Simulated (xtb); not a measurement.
BrCl, singlet, at a GFN2-xTB geometry of the parent state; GFN1-xTB in xtb.

Here is a job for xtb.
```
$ xtb mol.xyz --gfn 1 --chrg 0 --uhf 0 --json

# file mol.xyz
2

Cl    -0.00000000    -0.00000000    -1.77742018
Br     0.00000000     0.00000000     0.86331837
```

What the program printed (banner, timings and long lists left out):

```
   ID    Z sym.   atoms
    1   17 Cl     1
    2   35 Br     2

           -------------------------------------------------
          |                Calculation Setup                |
           -------------------------------------------------

           -------------------------------------------------
          |                 G F N 1 - x T B                 |
           -------------------------------------------------

          ...................................................
          :                      SETUP                      :
          :.................................................:
          :  # basis functions                  20          :
          :  # atomic orbitals                  18          :
          :  # shells                            6          :
          :  # electrons                        14          :
          :  # halogen bonds                     0          :
          :  max. iterations                   250          :
          :  Hamiltonian                  GFN1-xTB          :
          :  restarted?                      false          :
          :  GBSA solvation                  false          :
          :  PC potential                    false          :
          :  electronic temp.          300.0000000     K    :
          :  accuracy                    1.0000000          :
          :  -> integral cutoff          0.2500000E+02      :
          :  -> integral neglect         0.1000000E-07      :
          :  -> SCF convergence          0.1000000E-05 Eh   :
          :  -> wf. convergence          0.2000000E-04 e    :
          :  Broyden damping             0.4000000          :
          :  net charge                          0          :
          :  unpaired electrons                  0          :
          ...................................................

 iter      E             dE          RMSdq      gap      omega  full diag
   1     -8.0556662 -0.805567E+01  0.240E+00    1.26       0.0  T
   2     -8.0405545  0.151117E-01  0.401E+00    1.19       1.0  T
   3     -8.0729660 -0.324115E-01  0.592E-01    1.38       1.0  T
   4     -8.0733812 -0.415194E-03  0.234E-02    1.38       3.0  T
   5     -8.0733829 -0.172384E-05  0.337E-03    1.38      21.0  T
   6     -8.0733829 -0.285117E-07  0.125E-03    1.38      56.7  T
   7     -8.0733829 -0.264006E-08  0.401E-05    1.38    1763.1  T
   8     -8.0733829 -0.391864E-11  0.131E-07    1.38  100000.0  T

[...]
         :: total energy              -8.073689375231 Eh    ::
[...]
         3        2.0000           -0.5155231             -14.0281
         4        2.0000           -0.4822871             -13.1237
         5        2.0000           -0.4822871             -13.1237
         6        2.0000           -0.4611158             -12.5476
         7        2.0000           -0.4611158             -12.5476 (HOMO)
         8                         -0.4103055             -11.1650 (LUMO)
         9                         -0.1239821              -3.3737
        10                         -0.1239821              -3.3737
        11                         -0.1192922              -3.2461
        12                         -0.1192922              -3.2461
        13                         -0.0843568              -2.2955
        14                         -0.0430420              -1.1712
        15                         -0.0430420              -1.1712
        16                         -0.0341138              -0.9283
        17                         -0.0341138              -0.9283
        18                         -0.0004630              -0.0126
      -------------------------------------------------------------
                  HL-Gap            0.0508103 Eh            1.3826 eV
             Fermi-level           -0.4353939 Eh          -11.8477 eV

  Mulliken/CM5 charges         n(s)   n(p)   n(d)
     1Cl   -0.00358 -0.00766   1.996  5.007  0.001
     2Br    0.00358  0.00766   1.997  4.969  0.030

Wiberg/Mayer (AO) data.
largest (>0.10) Wiberg bond orders for each atom

 ---------------------------------------------------------------------------
     #   Z sym  total        # sym  WBO       # sym  WBO       # sym  WBO
 ---------------------------------------------------------------------------
     1  17 Cl   1.047 --     2 Br   1.047
     2  35 Br   1.047 --     1 Cl   1.047
 ---------------------------------------------------------------------------

Topologies differ in total number of bonds
Writing topology from bond orders to xtbtopo.mol

 dipole moment from electron density (au)
     X       Y       Z
  -0.0000  -0.0000   0.1210  total (Debye):    0.308

           -------------------------------------------------
          | TOTAL ENERGY               -8.073689375231 Eh   |
          | GRADIENT NORM               0.091350646938 Eh/α |
          | HOMO-LUMO GAP               1.382618230864 eV   |
           -------------------------------------------------

normal termination of xtb
```
